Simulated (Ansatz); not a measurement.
Born–Oppenheimer molecular dynamics of ClH3O2Si (7 atoms, charge 0, multiplicity 1). It starts at the highest image of a converged band. Of that band: Neighbouring images differ by up to 1.4 eV, so the band resolves the path poorly. A vibrational analysis at the climbing image gives one clearly imaginary mode, 880i cm⁻¹: a first-order saddle point.

All numbers below come from RKS B3LYP-D4/def2-SVP in Ansatz.

| Quantity | Value |
| --- | --- |
| ensemble | NVE (velocity Verlet) |
| time step | 0.5 fs |
| steps asked | 200 |
| starting velocities drawn for | 300 K |
| seed | 8214 |

First frame:

```xyz
7
Properties=species:S:1:pos:R:3
Si -0.539 0.107 0.546
H 0.811 0.107 1.388
Cl 2.116 -0.231 0.389
O -0.991 1.399 -0.361
H -1.282 1.230 -1.270
O -1.059 -1.224 -0.285
H -0.707 -2.086 -0.025
```

Problem. How far do the bonds stretch over the last three quarters of this one trajectory? (Pairs bonded in most of those frames.)

Solution. 
```json
{"bond": "Si1–H2", "mean (Å)": "1.571", "spread (Å)": "0.122", "shortest": "1.35", "longest": "1.79"}
{"bond": "Si1–Cl3", "mean (Å)": "2.241", "spread (Å)": "0.256", "shortest": "1.91", "longest": "2.65"}
{"bond": "Si1–O4", "mean (Å)": "1.648", "spread (Å)": "0.033", "shortest": "1.59", "longest": "1.70"}
{"bond": "Si1–O6", "mean (Å)": "1.671", "spread (Å)": "0.057", "shortest": "1.59", "longest": "1.77"}
{"bond": "O4–H5", "mean (Å)": "0.967", "spread (Å)": "0.007", "shortest": "0.95", "longest": "0.98"}
{"bond": "O6–H7", "mean (Å)": "0.970", "spread (Å)": "0.019", "shortest": "0.94", "longest": "1.00"}
```

Mean temperature of the second half: 2486 K. The conserved energy stayed within 0.39 meV per atom of its start (net change 0.061 meV per atom), so the integration is sound. The kinetic energy rose, since the run started high on the potential surface and went downhill. A run of 0.1 ps of so small a system gives no equilibrium averages. The orbitals stay closed-shell, which can raise the energy where a bond breaks towards radicals; this wasn't checked here.

The run took 8.7 min on 1 thread of Arm Neoverse V1, with other jobs on the host, peak memory 0.15 GiB.
